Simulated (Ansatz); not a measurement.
Question: Predict a relaxed structure of the cluster Cu2Pt, charge 0, singlet, at r2SCAN-D4/def2-TZVP (Ansatz).

Answer: 
```xyz
3

Pt    0.7498    0.8121   -0.7737
Cu    0.6204   -0.9663    0.7633
Cu   -1.3702    0.1542    0.0104
```
Point group C2v (tolerance 0.1 Å). This is one stationary point.

In the def2 sets Pt takes a core potential; there is no spin–orbit coupling. The structure comes from a short search, and lower isomers may exist.
